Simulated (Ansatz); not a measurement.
Abstraction of H: SiH2(CH3)Cl + SiF3 → SiH(CH3)Cl + SiHF3

Gas-phase species: SiH2(CH3)Cl ((chlorosilyl)methane), singlet; SiF3 (trifluorosilyl) `F[Si](F)F`, doublet; SiH(CH3)Cl, doublet; SiHF3 `F[SiH](F)F`, singlet. A radical takes H: the energy is the difference in strength between two Si–H bonds in different surroundings.

Shapes, held fixed at every level: PBE0-D4/def2-TZVP. Programs: Ansatz 0.2.0. The zero-point and thermal change to 298 K, harmonic and unscaled (PBE0-D4/def2-TZVP), is +0.3 kJ/mol.

Question: Estimate ΔH(298 K) of this reaction.

Answer: The highest level, CCSD(T)/CBS estimate, gives ΔH(298 K) = -33.9 kJ/mol; the levels span -37.8 to -30.5. The column of differences is taken from that level and isn't an error. No measured value is set beside it here. Open shells run unrestricted. The CBS estimate extrapolates MP2 from def2-TZVPP and def2-QZVPP and adds CCSD(T) − MP2 in the triple-zeta set, cores frozen.

```
               level                    kind  ΔH(298 K) (kJ/mol)  less CCSD(T)/CBS estimate
        MP2/def2-SVP     perturbation theory               -34.0                       -0.1
      MP2/def2-TZVPP     perturbation theory               -30.5                       +3.4
  PBE0-D4/def2-TZVPP           global hybrid               -32.2                       +1.7
  wB97M-V/def2-TZVPP  range-separated hybrid               -33.0                       +0.9
   B2PLYP/def2-TZVPP           double hybrid               -32.2                       +1.7
    CCSD(T)/def2-SVP   coupled cluster or CI               -37.5                       -3.6
       CCSD/def2-SVP   coupled cluster or CI               -37.8                       -3.9
CCSD(T)/CBS estimate   coupled cluster or CI               -33.9                        0.0
```
